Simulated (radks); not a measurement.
Problem. Species: the rhenium ion Re+. Configuration: [Xe] 4f14 5d(up 3, down 3) (spins set by hand, not the high-spin state). All-electron calculation, scalar-relativistic Kohn-Sham, PBE, spin-polarised, spherical densities, finite nucleus; Fermi nuclear charge, rms radius 5.3698 fm. Program: a radial shooting solver on a logarithmic mesh with Libxc functionals. Some entries of the table are withheld. Estimate them.

| orbital | occ. | eigenvalue (eV) | <r^2> (bohr^2) |
|---|---|---|---|
| 1s | 2 | -71641.70 | (1) |
| 2s | 2 | -12426.25 | 0.006877 |
| 2p | 6 | (2) | 0.005708 |
| 3s | 2 | (3) | (4) |
| 3p | 6 | -2415.132 | 0.04540 |
| 3d | 10 | -1886.392 | 0.03764 |
| 4s | 2 | -605.2083 | 0.2191 |
| 4p | 6 | -452.3899 | 0.2497 |
| 4d | 10 | -260.4283 | (5) |
| 5s | 2 | -90.3810 | 1.211 |
| 5p | 6 | -52.3856 | (6) |
| 4f | 14 | -47.4050 | 0.4204 |
| 5d | 6 | -11.2034 | 4.444 |

Solution. 
(1) 1s <r^2> (bohr^2): 0.0004480
(2) 2p eigenvalue (eV): -10847.58
(3) 3s eigenvalue (eV): -2880.867
(4) 3s <r^2> (bohr^2): 0.04457
(5) 4d <r^2> (bohr^2): 0.2894
(6) 5p <r^2> (bohr^2): 1.672
